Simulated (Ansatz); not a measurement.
`C=CN([SiH3])[SiH2]Cl` and `BN([SiH3])C=C` differ in one atom or group.

Ansatz, PBE0-D4/def2-TZVP geometries, multiplicity 1. Each molecule was computed in one conformer, which needn't be the lowest.

| property | `C=CN([SiH3])[SiH2]Cl` |
| --- | --- |
| size of the dipole moment (B3LYP/def2-TZVPP) / D | 0.86 |
| LUMO energy (ωB97M-V/def2-TZVPP) / eV | 1.83 |
| size of the dipole moment (ωB97M-V/def2-TZVPP) / D | 0.91 |
| HOMO energy (B3LYP/def2-TZVPP) / eV | -6.42 |
| LUMO energy (B3LYP/def2-TZVPP) / eV | -0.01 |
| HOMO energy (PBE0/def2-TZVPP) / eV | -6.64 |

Q: Give the same properties after the change, and the shifts. (Estimate.)

A: Computed: 
| property | `BN([SiH3])C=C` | shift |
| --- | --- | --- |
| size of the dipole moment (B3LYP/def2-TZVPP) / D | 0.81 | -0.05 |
| LUMO energy (ωB97M-V/def2-TZVPP) / eV | 1.18 | -0.65 |
| size of the dipole moment (ωB97M-V/def2-TZVPP) / D | 0.77 | -0.14 |
| HOMO energy (B3LYP/def2-TZVPP) / eV | -6.86 | -0.44 |
| LUMO energy (B3LYP/def2-TZVPP) / eV | -0.90 | -0.89 |
| HOMO energy (PBE0/def2-TZVPP) / eV | -7.08 | -0.44 |

With PBE0 the HOMO falls by 0.44 eV and the LUMO falls by 0.85 eV, so the gap narrows by about 0.41 eV. PBE moves the HOMO by -0.53 eV and ωB97M-V by -0.43 eV. Dipoles are sizes alone; their direction can turn.

B3LYP here is the variant with VWN-RPA as its local correlation; programs differ in this.
